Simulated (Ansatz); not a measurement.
Cost and result for the atomization energy of C2H3BrClF (`FC(Cl)CBr`) (8 atoms, 7 bonds).

Charge 0, multiplicity 1. Correlated methods include outer-core shells of Br, which these sets cover unevenly. Scalar relativity is left out up to krypton. The structure was optimised at the PBE0-D4/def2-TZVP level. It is one conformer, not always the lowest. Program: Ansatz. All runs use 4 threads of a server CPU on a shared host. Times are those of one run each, without the atoms' runs, and a repeat can differ threefold. Electronic energies, without spin–orbit coupling; frozen cores. CCSD(T)/CBS adds CCSD(T) − MP2 in def2-TZVPP to the MP2 limit, and its time is that of the two runs behind it. T1 = 0.009. With those shells the extrapolation isn't a true limit. B3LYP takes the VWN-RPA correlation (the form of Gaussian; ORCA's B3LYP/G).

CCSD(T)/CBS is a level of theory with its own doubt, some kJ/mol a heavy atom from the limit and from the frozen cores, so smaller differences don't rank the functionals.

| level | functions | wall time | atomization (kcal/mol) | difference from CCSD(T)/CBS | per bond |
| --- | --- | --- | --- | --- | --- |
| PBE-D4/def2-TZVPP (with forces) | 225 | 1.1 s | 690.4 | 22.7 | 3.2 |
| PBE0-D4/def2-TZVPP | 225 | 1.6 s | 673.3 | 5.6 | 0.8 |
| r2SCAN-D4/def2-TZVPP (with forces) | 225 | 2.1 s | 670.9 | 3.2 | 0.5 |
| B3LYP-D4/def2-TZVPP (with forces) | 225 | 2.4 s | 661.4 | -6.3 | -0.9 |
| B2PLYP/def2-TZVPP | 225 | 2.7 s | 656.2 | -11.5 | -1.6 |
| ωB97X-V/def2-TZVPP | 225 | 5.5 s | 667.7 | 0.0 | 0.0 |
| ωB97M-V/def2-TZVPP (with forces) | 225 | 5.5 s | 667.9 | 0.2 | 0.0 |
| MP2/def2-QZVPP | 420 | 12 s | 680.0 | 12.3 | 1.7 |
| CCSD(T)/def2-TZVPP | 225 | 39 s | 648.1 | -19.6 | -2.8 |
| CCSD(T)/CBS(def2) | – | 51 s | 667.7 | 0.0 | 0.0 |

In def2-TZVPP, CCSD(T) changes the Hartree–Fock value by +180.0 kcal/mol (the triples alone add +13.6 kcal/mol) and MP2 by +200.5 kcal/mol; breaking electron pairs costs correlation energy, which Hartree–Fock lacks. The D4 term adds +7.4 kcal/mol with B3LYP and +3.8 kcal/mol with PBE0; it sums over pairs of atoms, weighted by their polarisabilities, and B3LYP, whose exchange is more repulsive, gets the larger term. From PBE to PBE0 (25 % exact exchange), in def2-TZVPP and without D4, the atomization energy moves by −16.4 kcal/mol: exact exchange takes away binding that semilocal exchange gives to molecules.
